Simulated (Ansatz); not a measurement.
Program: Ansatz. Geometries: PBE0-D4/def2-TZVP. ΔE: electronic, gas phase. CCSD(T)/CBS adds triple-zeta CCSD(T) − MP2 to the extrapolated MP2 energy (def2 sets, frozen cores). This one scheme is used for every species. DFT in def2-TZVPP. B3LYP here is the variant with VWN-RPA as its local correlation; programs differ in this. Each species was taken in one conformer, which may not be the lowest.

`C[Si](N)(N)F` + H₂S → `C[Si](N)(N)S` + H–F  (ligand exchange at the Si–F bond)

Is it downhill or uphill in electronic energy at CCSD(T)/CBS, and by how much? (Best estimate.)

Ansatz gave: Uphill: ΔE = +92.8 kJ/mol.

What do these levels give: ωB97M-V, B3LYP, RPA@PBE/def2-TZVPP, MP2/def2-SVP, CCSD/def2-SVP, SCS-MP2/def2-QZVPP? (Best estimate.)

Computed: ωB97M-V 98.8, B3LYP 109.5, RPA@PBE/def2-TZVPP 99.8, MP2/def2-SVP 96.7, CCSD/def2-SVP 104.0, SCS-MP2/def2-QZVPP 96.4 kJ/mol.

Largest T1 diagnostic among the species: 0.010.

At CCSD(T), def2-SVP lies +8.1 kJ/mol from the extrapolated value and def2-TZVPP +3.9 kJ/mol. From BLYP to BHLYP (50 % exact exchange), in def2-TZVPP and without D4, ΔE moves by +5.3 kJ/mol. Leaving LDA and LC-ωPBE aside and taking each functional with its dispersion term where it has one, the values, not all of them listed here, spread over 29.7 kJ/mol, from revPBE-D4 to CAM-B3LYP-D4.
